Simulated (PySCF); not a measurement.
A structure optimised at B3LYP-D3(BJ)/def2-SVP, used in a PySCF frequency run:

```xyz
10

O     -1.0832    -0.9298    -1.1525
Si    -0.3939     0.1263    -0.0939
O     -0.4978     1.6456    -0.7507
F     -1.2251     0.1674     1.3110
Si     1.7713    -0.6065     0.3640
H     -1.8874    -0.6451    -1.6060
H     -0.4591     2.3995    -0.1502
H      2.4111     0.3322     1.3331
H      1.7486    -1.9730     0.9593
H      2.5768    -0.6229    -0.8906
```
Charge 0, spin multiplicity 1.

**Question.** Write its SMILES and formula.

**Answer.** O[Si](O)(F)[SiH3], FH5O2Si2

**Question.** What are its rotational constants (standard atomic weights)?

**Answer.** 3.7628, 2.0628, 2.0157 GHz
